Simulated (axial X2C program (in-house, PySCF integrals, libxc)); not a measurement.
## Photoelectron levels of AlBr by EOM-IP-CCSD

Computed with an in-house all-electron X2C program for linear molecules (integrals from PySCF): two-component X2C with atomic mean-field Coulomb and Gaunt terms, Gaussian nuclei, basis Br dyall-cv3z, Al dyall-v3z with contracted cores.

R = 2.134 Å (0.920 times 2.320 Å, the PBE0 minimum at charge 0 for the lowest determinant).

Vertical ionisation energies of AlBr to the states of AlBr⁺:

```json
{"Ω of AlBr⁺": "1/2", "vertical IE (eV)": "8.856", "above lowest (cm⁻¹)": "0", "ionised spinor": "55% Al sσ, 27% Al pσ, 13% Br pσ", "one-hole weight": "0.95"}
{"Ω of AlBr⁺": "3/2", "vertical IE (eV)": "11.395", "above lowest (cm⁻¹)": "20483", "ionised spinor": "85% Br pπ, 7% Al pπ, 6% Al dπ", "one-hole weight": "0.93"}
{"Ω of AlBr⁺": "1/2", "vertical IE (eV)": "11.684", "above lowest (cm⁻¹)": "22811", "ionised spinor": "85% Br pπ, 6% Al pπ", "one-hole weight": "0.93"}
{"Ω of AlBr⁺": "1/2", "vertical IE (eV)": "13.886", "above lowest (cm⁻¹)": "40568", "ionised spinor": "69% Br pσ, 22% Al sσ", "one-hole weight": "0.88"}
```

(1) Take the first Ω = 1/2 and Ω = 3/2 rows of π character: how far apart are they, and which lies lower?

This point took 4.7 s on 1 thread of Intel(R) Xeon(R) Processor @ 2.30GHz, on a shared host.

Reference electrons by ω block (each with its −ω partner): 1/2: 17, 3/2: 6, 5/2: 1. 10 electrons of AlBr correlated (inner shells frozen), 94 natural virtual spinors (a truncated set); levels can be off by some tenths of an eV. Roots sought by Ω: (1/2: 4, 3/2: 3, 5/2: 1); rows need 60 % one-particle weight and stop where some Ω has no more roots. Missing are any skipped roots, higher Ω and states of a further excitation; these come out far too high here and may in truth be low or lowest. T1 of the reference 0.011 (Lee–Taylor). Number of frozen shells: Br 3 s, 2 p, 1 d; Al 2 s, 1 p.

## Answers

(1) E(3/2) − E(1/2) = 20483 − 22811 = -2328 cm⁻¹ at EOM-IP-CCSD: inverted, Ω = 3/2 lower. Splittings at this level can be off by ten to twenty per cent.
